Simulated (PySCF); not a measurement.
**RbAl: energy against distance**

Set-up: PySCF, scalar-relativistic core potentials, basis sets Rb def2-SVP with ECP28, Al def2-SVP. Energies in eV from Rb + Al in their ground configurations at the same level. State: ³Π (triplet), unpaired electrons σ ↑, π ↑.

```
R (Å)  UHF-SCS-MP2
3.076       0.0230
3.219      -0.1082
3.362      -0.1826
3.470      -0.2117
3.577      -0.2243
3.684      -0.2254
3.827      -0.2157
4.006      -0.1948
4.221      -0.1656
4.507      -0.1283
```

Task: Put a parabola through the three lowest points of the UHF-SCS-MP2 curve and estimate Re, k and ωe (reduced mass 20.48 u; 1 eV/Å² = 0.16022 mdyn/Å; ωe = 1302.8·√(k/μ) cm⁻¹).

Result: Through R = 3.577, 3.684, 3.827 Å the second-order coefficient is 0.312 eV/Å², so Re ≈ 3.647 Å, k ≈ 0.100 mdyn/Å and ωe ≈ 91 cm⁻¹. A polynomial fit of higher order to the unrounded UHF-SCS-MP2 energies gives Re = 3.641 Å, k = 0.124 mdyn/Å, ωe = 101 cm⁻¹; anharmonicity and rounding make the difference.

The higher-order fit for each curve: UHF-SCS-MP2: Re = 3.641 Å, ωe = 101 cm⁻¹, De = 0.226 eV.

Correlated steps freeze 5 core orbitals. The bond is weak. Basis-set superposition, not corrected here, can be much of De in a small basis, most of all at correlated wavefunction levels. Spin–orbit coupling is left out. The state is the lowest determinant that a PBE0 search found; another state may lie lower at other levels.
